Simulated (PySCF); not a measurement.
## Where the electron goes

Species: C8H11NSi.
Numbering: `[cH:1]1[cH:2][cH:3][c:4]([CH:5]2[CH2:6][SiH2:7][CH2:8]2)[n:9][cH:10]1` (hydrogens: H11 on C1; H12 on C2; H13 on C3; H14 on C5; H15, H16 on C6; H17, H18 on Si7; H19, H20 on C8; H21 on C10)

Cartesian coordinates in Å at the PBE0-D3(BJ)/def2-SVP level; atoms count from 1:
```
atom  x, y, z in Å
C1     3.121   -0.524   -0.609
C2     2.078   -0.423   -1.528
C3     0.785   -0.245   -1.054
C4     0.567   -0.172    0.331
C5    -0.815    0.024    0.894
C6    -1.520    1.333    0.386
Si7   -2.875    0.261   -0.392
C8    -1.840   -1.082    0.456
N9     1.569   -0.271    1.206
C10    2.806   -0.441    0.745
H11    4.155   -0.664   -0.932
H12    2.272   -0.481   -2.602
H13   -0.054   -0.162   -1.751
H14   -0.691    0.040    1.985
H15   -0.902    1.936   -0.296
H16   -1.842    1.988    1.209
H17   -4.280    0.459    0.083
H18   -2.891    0.222   -1.889
H19   -2.320   -1.576    1.314
H20   -1.407   -1.867   -0.181
H21    3.598   -0.517    1.500
```

The calculation used TDDFT PBE0/def2-SVPD, vertical, gas phase, core orbitals frozen in the response in PySCF 2.14.0, density-fitted response routines.

Kohn–Sham orbitals with the atoms that hold most of them (Löwdin shares over 4%, at most four atoms; ? is withheld):

```json
{"orbital": "LUMO+2", "ε (eV)": "0.47", "atoms": "Si7 31%, H18 11%, H17 10%, C8 10%"}
{"orbital": "LUMO+1", "ε (eV)": "-0.60", "atoms": "C4 18%, C1 17%, C3 15%, C10 14%"}
{"orbital": "LUMO", "ε (eV)": "-0.77", "atoms": "?"}
{"orbital": "HOMO", "ε (eV)": "-7.27", "atoms": "?"}
{"orbital": "HOMO-1", "ε (eV)": "-7.33", "atoms": "C1 20%, C3 18%, C4 17%, C10 16%"}
{"orbital": "HOMO-2", "ε (eV)": "-8.03", "atoms": "Si7 17%, C5 16%, C8 15%, C6 15%"}
{"orbital": "HOMO-3", "ε (eV)": "-8.31", "atoms": "C2 18%, N9 18%, C3 11%, C6 9%"}
```

Give the leading atoms of the LUMO.

C2 (bonded to 2 C and H) 25%; N9 (bonded to 2 C) 22%; C10 (bonded to C, N and H) 13%; C3 (bonded to 2 C and H) 12%. By element: carbon 50% or more, nitrogen 22%.

Which atoms hold the HOMO, and with what shares?

N9 (bonded to 2 C) 53%; C10 (bonded to C, N and H) 10%; C4 (bonded to 2 C and N) 8%; C5 (bonded to 3 C and H) 5%. By element: nitrogen 53%, carbon 23% or more.

The HOMO–LUMO gap is 6.50 eV. Where does the response calculation put the lowest singlet, and from which orbitals?

S1 is at 4.87 eV (f = 0.0028), 1.63 eV below the gap, made of HOMO→LUMO (96%). 

Give energy, strength and leading configuration of S1, S2, S3 and S4, and follow the Löwdin shares of the leading atoms from the occupied to the empty orbital.

- S1 (4.87 eV, f 0.0028), HOMO→LUMO (96%): N9 53% → 22%, C10 10% → 13%, C2 at most 5% → 25%
- S2 (5.05 eV, f 0.0001), HOMO→LUMO+1 (95%): N9 53% → at most 15%, C10 10% → 14%, C4 8% → 18%, C1 at most 5% → 17%
- S3 (5.46 eV, f 0.076), HOMO-1→LUMO (78%): C1 20% → at most 13%, C3 18% → 12%, C2 at most 17% → 25%, N9 at most 17% → 22%
- S4 (6.06 eV, f 0.126), HOMO-1→LUMO+1 (87%): C1 20% → 17%, C3 18% → 15%, C4 17% → 18%

Löwdin shares depend on the basis, the more so with diffuse functions.

One conformer stands for the species.
